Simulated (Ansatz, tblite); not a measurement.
Forces on Ca₂O₂ at its PBE0-D4/def2-TZVP geometry. Charge 0, multiplicity 1.

The xTB rows come from tblite. The structure holds 1 bond(s) between oxygen atoms. The restricted singlet is unstable towards broken spin symmetry in Hartree–Fock (as tested in another run); at PBE-D4/def2-TZVP this wasn't settled. Another isomer (singlet) lies 3.10 eV lower at PBE0-D4/def2-TZVP; other spin states weren't run for this one.

GFN1-xTB (tblite), largest force 0.70 eV/Å:

```xyz
4
positions Å, forces eV/Å
Ca   -1.488    0.737   -0.490    0.686   -0.106    0.042
Ca    1.706    0.175   -0.240   -0.679    0.134   -0.065
O    -0.144   -0.915   -0.219    0.012    0.191    0.272
O    -0.073    0.003    0.948   -0.019   -0.219   -0.249
```

GFN2-xTB (tblite), largest force 1.19 eV/Å:

```
Ca 0.847 -0.677 0.481
Ca -1.089 -0.336 0.330
O 0.093 0.149 -0.860
O 0.148 0.864 0.049
```

PBE-D4/def2-TZVP (Ansatz), largest force 0.73 eV/Å:

```
Ca -0.162 0.121 -0.085
Ca 0.205 0.056 -0.057
O -0.055 -0.533 -0.495
O 0.013 0.356 0.637
```
